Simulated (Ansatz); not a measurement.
## Which method gave which barrier?

Saddle point of SiNH7ClF, singlet (SiH₃Cl ([SiH3][Cl]) + NH₃ + HF → SiNH₅ ([NH2][SiH3]) + HCl + HF; bonds formed: Cl2–H8, H6–F9; bonds broken: Si1–Cl2, H6–N7, H8–F9), PBE0-D4/def2-TZVP structure:

| atom | x (Å) | y (Å) | z (Å) |
| --- | --- | --- | --- |
| Si1 | -1.0983 | 0.6686 | -0.4121 |
| Cl2 | 0.7859 | -1.8544 | -1.3863 |
| H3 | -0.8944 | 0.9272 | -1.8491 |
| H4 | -1.8148 | 1.8089 | 0.2161 |
| H5 | -1.7843 | -0.5962 | -0.1066 |
| H6 | 0.6779 | -0.3682 | 0.9736 |
| N7 | 0.5188 | 0.6798 | 0.4194 |
| H8 | 0.8489 | -1.8682 | 0.0716 |
| F9 | 0.8448 | -1.5454 | 1.2840 |
| H10 | 0.6432 | 1.4617 | 1.0538 |
| H11 | 1.2726 | 0.6861 | -0.2645 |

Program: Ansatz 0.2.0. Basis: def2-TZVPP, with def2-QZVPP for the basis limit. Cores are frozen in the correlated methods. B3LYP uses VWN-RPA correlation. Extrapolation: Hartree–Fock as exp(−7.88 √X), correlation as X^−2.97. Four methods, as single points on the PBE0-D4 structures, gave these electronic barriers from the start structure: 10.1, 17.3, 28.6, 46.0 kJ/mol.

Problem. The methods were, in alphabetical order, B3LYP-D4, BHLYP-D4, BLYP-D4, HF. Which gave which? (A judgement: the text doesn't fix the answer.)

Solution. The calculation gives: BLYP-D4 10.1; B3LYP-D4 17.3; BHLYP-D4 28.6; HF 46.0 kJ/mol. For comparison, CCSD(T) at an estimated basis limit (MP2 extrapolated from triple and quadruple zeta, plus CCSD(T) − MP2 in triple zeta) gives 28.5 kJ/mol.

T1 diagnostic: at most 0.011.

Labels in which every atom is bracketed show which atoms are joined, not bond orders.

For scale, one of the runs: CCSD(T)/def2-TZVPP, 244 basis functions, launched by `ansatz run in.yaml --threads 4 --pin off --events-out ev --progress --plain --max-ram 9574MiB`. The run took 110 s on 4 CPU threads of an Arm Neoverse V2 (shared host), with 4.8 GiB of host memory at its peak.
